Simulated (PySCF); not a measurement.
# Electron correlation in C (carbon, neutral)

[He] 2s2 2p1 3s1, high-spin 3P determinant (an excited configuration). Calculation: PySCF 2.14, in dyall-acv3z; scalar relativity by spin-free X2C-1e. Frozen: 1s2; 4 electrons correlated; the 19 highest virtual orbitals of each spin left out.

MP2 pair energies summed by pair of shells (mhartree):

| pair | energy | share (%) |
| --- | --- | --- |
| 2s-2s | -30.05 | 50.7 |
| 2s-2p | -22.34 | 37.7 |
| 2s-3s | -5.42 | 9.1 |
| 2p-3s | -1.45 | 2.5 |

Total MP2 correlation energy: -59.27 mhartree.

Same-spin part -6.36 and opposite-spin part -52.91 mhartree; SCS-MP2 scales them by 1/3 and 6/5 to -65.61 mhartree.
